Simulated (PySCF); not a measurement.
**Bond curve of RbSr⁺**

Set-up: PySCF, scalar-relativistic core potentials, basis sets Rb def2-SVP with ECP28, Sr def2-SVP with ECP28. Energies in eV from Rb⁺ + Sr in their ground configurations at the same level. State: ¹Σ⁺ (singlet), closed shell.

```json
{"R (Å)": "3.847", "RHF-MP2": "-0.2888", "RHF-CCSD": "", "PBE0": "-0.3804", "RHF-SCS-MP2": "-0.2550"}
{"R (Å)": "4.026", "RHF-MP2": "-0.3664", "RHF-CCSD": "-0.3708", "PBE0": "-0.4612", "RHF-SCS-MP2": "-0.3379"}
{"R (Å)": "4.205", "RHF-MP2": "-0.4122", "RHF-CCSD": "-0.4212", "PBE0": "-0.5056", "RHF-SCS-MP2": "-0.3883"}
{"R (Å)": "4.339", "RHF-MP2": "-0.4311", "RHF-CCSD": "-0.4429", "PBE0": "-0.5211", "RHF-SCS-MP2": "-0.4101"}
{"R (Å)": "4.473", "RHF-MP2": "-0.4398", "RHF-CCSD": "-0.4540", "PBE0": "-0.5250", "RHF-SCS-MP2": "-0.4213"}
{"R (Å)": "4.607", "RHF-MP2": "-0.4403", "RHF-CCSD": "-0.4565", "PBE0": "-0.5201", "RHF-SCS-MP2": "-0.4241"}
{"R (Å)": "4.786", "RHF-MP2": "-0.4313", "RHF-CCSD": "-0.4493", "PBE0": "-0.5036", "RHF-SCS-MP2": "-0.4177"}
{"R (Å)": "5.010", "RHF-MP2": "-0.4088", "RHF-CCSD": "-0.4280", "PBE0": "-0.4723", "RHF-SCS-MP2": "-0.3980"}
{"R (Å)": "5.278", "RHF-MP2": "-0.3722", "RHF-CCSD": "-0.3913", "PBE0": "-0.4265", "RHF-SCS-MP2": "-0.3641"}
{"R (Å)": "5.636", "RHF-MP2": "-0.3173", "RHF-CCSD": "", "PBE0": "-0.3616", "RHF-SCS-MP2": "-0.3119"}
```

Put a parabola through the three lowest points of the RHF-MP2 curve and estimate Re, k and ωe (reduced mass 43.19 u; 1 eV/Å² = 0.16022 mdyn/Å; ωe = 1302.8·√(k/μ) cm⁻¹).

Through R = 4.473, 4.607, 4.786 Å the second-order coefficient is 0.173 eV/Å², so Re ≈ 4.551 Å, k ≈ 0.0553 mdyn/Å and ωe ≈ 47 cm⁻¹. A polynomial fit of higher order to the unrounded RHF-MP2 energies gives Re = 4.549 Å, k = 0.0632 mdyn/Å, ωe = 49.8 cm⁻¹; anharmonicity and rounding make the difference.

The higher-order fit for each curve: RHF-MP2: Re = 4.549 Å, ωe = 49.8 cm⁻¹, De = 0.441 eV; RHF-CCSD: Re = 4.584 Å, ωe = 50.0 cm⁻¹, De = 0.457 eV; PBE0: Re = 4.460 Å, ωe = 56.2 cm⁻¹, De = 0.53 eV; RHF-SCS-MP2: Re = 4.591 Å, ωe = 48.9 cm⁻¹, De = 0.424 eV.

Correlated steps freeze no core orbitals. Closed-shell solutions of metal pairs were not tested for spin polarisation, which can lower them a little. Correlated levels converge slowly with the basis: in double zeta they bind strong bonds too weakly, by up to about 1 eV, and carry superposition errors of some tenths. For an ion De counts to the pair picked by the measured ionisation energies or electron affinities, which need not be the lowest pair at this level.
